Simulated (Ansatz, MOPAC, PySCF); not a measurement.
Molecule: H6BSiO3 (charge +1, singlet). SMILES: OB([OH2+])O[SiH3]
Structure (B3LYP-D3(BJ)/def2-TZVP (Ansatz, a first-principles code) minimum search):
```
O
B 1 1.3070
O 2 1.3289 1 139.12
H 3 0.9646 2 119.48 1 0.00
O 2 1.5080 1 112.55 3 -180.00
H 5 0.9712 2 122.08 1 0.00
H 5 0.9723 6 115.65 2 180.00
Si 1 1.7091 2 140.31 3 0.00
H 8 1.4682 1 105.50 2 119.63
H 8 1.4682 9 113.77 1 -115.16
H 8 1.4756 9 112.65 10 -129.77
```
Charge +1, spin multiplicity 1.

Unscaled harmonic wavenumbers (cm⁻¹) in rising order, each level at the stationary point that it reaches from this structure (no distance between atoms moves by over 0.3 Å); the order of modes can differ between levels, and a negative number is imaginary. B3LYP-D3(BJ)/def2-TZVP (PySCF, at the structure above): 65, 94, 98, 126, 308, 389, 451, 512, 593, 621, 718, 730, 781, 880, 956, 957, 966, 999, 1225, 1623, 1671, 2262, 2303, 2317, 3680, 3778, 3821.

AM1 (MOPAC): 53, 69, 129, 209, 353, 363, 414, 506, 546, 551, 651, 747, 768, 800, 811, 952, 1051, 1188, 1286, 1702, 1914, 2233, 2257, 2264, 3209, 3306, 3397. Zero-point energy 45.4 against 47.1 kcal/mol; where all levels lie over 400 cm⁻¹, the wavenumbers are on average 0.975 times those of B3LYP-D3(BJ)/def2-TZVP.

HF/6-31G* (Ansatz): 58, 86, 104, 173, 325, 429, 474, 540, 609, 671, 778, 785, 822, 950, 1040, 1042, 1052, 1088, 1302, 1783, 1792, 2443, 2478, 2488, 3917, 4017, 4096. Zero-point energy 50.5 against 47.1 kcal/mol; where all levels lie over 400 cm⁻¹, the wavenumbers are on average 1.073 times those of B3LYP-D3(BJ)/def2-TZVP.

B3LYP/6-31G* (Ansatz): -179, 60, 76, 103, 303, 386, 445, 514, 580, 606, 716, 720, 777, 873, 950, 951, 966, 1013, 1228, 1648, 1700, 2292, 2333, 2348, 3653, 3752, 3791. Zero-point energy 46.9 against 47.1 kcal/mol; where all levels lie over 400 cm⁻¹, the wavenumbers are on average 0.999 times those of B3LYP-D3(BJ)/def2-TZVP. This level finds the structure a saddle point. The zero-point energy leaves imaginary modes out.
